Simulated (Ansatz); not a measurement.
A run for Ansatz (an electronic-structure program): R-B97M-V/def2-TZVPPD on C3H8N2 (a complex). Files ending in .json are basis or fitting sets from the Basis Set Exchange.

Ansatz 0.2 input:
```yaml
crystal:
  periodic: [false, false, false]
  atoms:
    - {symbol: C, position_ang: [0.19250141, 1.30180665, 0.16281910]}
    - {symbol: C, position_ang: [-0.63658801, 0.10867104, 0.14241081]}
    - {symbol: N, position_ang: [-1.29259930, -0.83563949, 0.16213596]}
    - {symbol: H, position_ang: [-0.28916587, 2.10573048, -0.39424763]}
    - {symbol: H, position_ang: [0.32421596, 1.60196636, 1.20467507]}
    - {symbol: H, position_ang: [1.16360358, 1.09380567, -0.28701486]}
    - {symbol: C, position_ang: [0.64717674, -0.55261491, 3.53736022]}
    - {symbol: N, position_ang: [-0.36089169, 0.48987438, 3.33167532]}
    - {symbol: H, position_ang: [1.57001029, -0.09767823, 3.90122934]}
    - {symbol: H, position_ang: [0.86612959, -1.02916699, 2.58121170]}
    - {symbol: H, position_ang: [0.35531381, -1.34047168, 4.24290561]}
    - {symbol: H, position_ang: [-0.60641146, 0.92912106, 4.21076355]}
    - {symbol: H, position_ang: [-1.20934039, 0.08272669, 2.95471421]}
basis:
  gaussian:
    orbitals: def2-TZVPPD.json
hamiltonian:
  xc: {name: B97M-V}
scf: {lower_state_search: off}
```

It printed:

```
WARN ansatz: RAYON_NUM_THREADS=1 ignored (pool sized by the plan → 1); use --threads N
Functional definition: B97M-V
these checks for a lower state are left out or cut short: stability, starts, cluster_reference, orbital_swaps, neighbouring_geometries, increment
integrals: 0.26 GiB planned
1352 factors; their error is unknown
mean field: 2.14 GiB planned
mean field evaluation 1: about -6209.8476 eV, gradient 7.8e1 eV
mean field evaluation 2: about -6192.2623 eV, gradient 1.1e2 eV
mean field evaluation 4: about -6222.6531 eV, gradient 1.4e1 eV
mean field evaluation 8: about -6223.0439 eV, gradient 3.7e-1 eV
mean field evaluation 16: about -6222.9995 eV, gradient 6.7e-4 eV
mean field -6222.99947350 eV, -228.6910125504 hartree, gradient 4.7e-6 eV, S^2 0.000000; 0 other end points of the search recorded, 0 dependent functions left out
reference -6222.99954424 eV, -228.6910151504 hartree; 20, 20 occupied and 301, 301 virtual orbitals, 1352 factors
Total energy: -6222.99954424 eV, -228.6910151504 hartree
Checks for a lower state left out: stability, starts, cluster_reference, orbital_swaps, neighbouring_geometries, increment
```

Self-consistency was reached.

Cost: very roughly 14 core-seconds.
